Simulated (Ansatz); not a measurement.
H₈N₂Si₂ (`N[SiH2][SiH2]N`), relaxed with RKS PBE0-D4/def2-TZVP in Ansatz 0.2.0 from a PBE-D4/def2-SVP geometry. The force threshold is 0.005 eV/Å; the program also tests the step.

The species carries charge 0 and has multiplicity 1.

Start:

```xyz
12

N     2.407    0.696   -0.108
Si    1.106   -0.472   -0.320
Si   -1.038    0.392    0.177
N    -2.268   -0.848   -0.011
H     2.542    1.052    0.844
H     2.403    1.492   -0.754
H     1.151   -0.948   -1.749
H     1.396   -1.645    0.586
H    -0.950    1.065    1.542
H    -1.374    1.504   -0.786
H    -2.129   -1.724    0.501
H    -3.248   -0.562    0.076
```

```json
{"step": "1", "energy (eV)": "-18858.5764", "largest force (eV/Å)": "0.594", "largest move (Å)": "0.000"}
{"step": "2", "energy (eV)": "-18858.6215", "largest force (eV/Å)": "0.298", "largest move (Å)": "0.034"}
{"step": "3", "energy (eV)": "-18858.6297", "largest force (eV/Å)": "0.122", "largest move (Å)": "0.029"}
{"step": "4", "energy (eV)": "-18858.6323", "largest force (eV/Å)": "0.052", "largest move (Å)": "0.021"}
{"step": "5", "energy (eV)": "-18858.6332", "largest force (eV/Å)": "0.226", "largest move (Å)": "0.076"}
{"step": "6", "energy (eV)": "-18858.6356", "largest force (eV/Å)": "0.023", "largest move (Å)": "0.049"}
{"step": "7", "energy (eV)": "-18858.6358", "largest force (eV/Å)": "0.011", "largest move (Å)": "0.021"}
{"step": "8", "energy (eV)": "-18858.6359", "largest force (eV/Å)": "0.016", "largest move (Å)": "0.021"}
{"step": "9", "energy (eV)": "-18858.6360", "largest force (eV/Å)": "0.012", "largest move (Å)": "0.012"}
{"step": "10", "energy (eV)": "-18858.6360", "largest force (eV/Å)": "0.005", "largest move (Å)": "0.008"}
{"step": "11", "energy (eV)": "-18858.6360", "largest force (eV/Å)": "0.005", "largest move (Å)": "0.013"}
{"step": "12", "energy (eV)": "-18858.6360", "largest force (eV/Å)": "0.005", "largest move (Å)": "0.007"}
{"step": "13", "energy (eV)": "-18858.6360", "largest force (eV/Å)": "0.003", "largest move (Å)": "0.002"}
```

End:

```xyz
12

N     2.384    0.664   -0.044
Si    1.074   -0.426   -0.343
Si   -1.061    0.424    0.152
N    -2.222   -0.853    0.079
H     2.520    1.027    0.886
H     2.574    1.379   -0.728
H     1.148   -0.808   -1.779
H     1.283   -1.652    0.483
H    -0.980    1.142    1.469
H    -1.478    1.458   -0.838
H    -2.036   -1.717    0.563
H    -3.207   -0.640    0.100
```

It took 35 s on 4 threads of an Arm Neoverse V1 on a shared host, with 0.43 GiB of host memory at the peak.
